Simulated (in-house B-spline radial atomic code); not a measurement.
Settings and results of a run for Se⁺ (an excited or competing configuration). Method: scalar-relativistic (X2C) r2SCAN0, spin-polarised, spherical fractional occupations, exact exchange averaged over the configuration, Fermi nucleus of rms radius 4.14 fm. Calculated with a B-spline radial code for spherical atoms.

Command:
```bash
python run_scf.py task.json out
```
Settings (nuclear radius in fm, mass in u):
```
Z                34
configuration    [Ar] 3d10 4s2 4p2 5d1
hamiltonian      x2c
method           r2scan0
spin_polarised   True
nucleus          fermi
rms_radius       4.14
atomic_mass      79.91652
speed_of_light   137.035999084
exact_exchange   averaged over the configuration
```

Output (hartree, bohr):
```
 radial grid: 82 intervals, B-splines of order 8, outer radius 60 bohr

 iter        energy (Eh)    residual
    1       -2428.848900    6.70e-02
    2       -2428.855843    3.18e-03
    3       -2428.856055    1.24e-03
    4       -2428.856061    5.99e-04
    5       -2428.856062    3.72e-05
    6       -2428.856062    7.80e-06
    7       -2428.856062    2.63e-06
    8       -2428.856062    2.27e-07

 total energy                     -2428.85606
 kinetic                            2486.7681
 electron-nucleus                  -5843.1594
 Hartree                            1015.4673
 exact exchange                      -21.5161
 exchange-correlation                -66.4159

 orbital      occ     eigenvalue          <r>       <r^2>       <1/r>       r_max
 1s up      1.000      -462.9146    0.0436777  0.00258084     35.3258     0.02833
 1s down    1.000      -462.9068    0.0436771  0.00258076     35.3263     0.02833
 2s up      1.000       -60.9056     0.195308   0.0450655     7.78152      0.1642
 2s down    1.000       -60.9032     0.195302   0.0450616      7.7814      0.1642
 2p up      3.000       -53.5602     0.170972   0.0358091     7.48726      0.1316
 2p down    3.000       -53.5532     0.170981   0.0358124     7.48673      0.1316
 3s up      1.000        -9.0431     0.572262    0.376945     2.51627      0.5015
 3s down    1.000        -9.0339     0.572399    0.377001      2.5147      0.5017
 3p up      3.000        -6.7034     0.588486    0.406114     2.34038      0.5004
 3p down    3.000        -6.6917     0.588463    0.405797     2.33932      0.5007
 3d up      5.000        -2.8486     0.628174    0.492127      2.0327      0.4549
 3d down    5.000        -2.8369     0.624978    0.485335     2.03797      0.4549
 4s up      1.000        -1.3758      1.70979       3.314    0.769096       1.486
 4s down    1.000        -1.2423      1.70075     3.28795    0.777207       1.474
 4p up      2.000        -0.8969      1.98367      4.4893    0.652765       1.701
 5d up      1.000        -0.1267      8.60578     83.4071    0.156068       8.355
```

Time taken, with all properties: 0.63 s on 1 thread of Arm Neoverse N1 (shared host).

One-electron X2C: radii and densities carry no picture-change correction, so inner-shell <1/r> comes out high (for 1s by about 2 % at Z = 33, 5 % at 54, 10 % at 75, 30 % at 118) and <r> low.
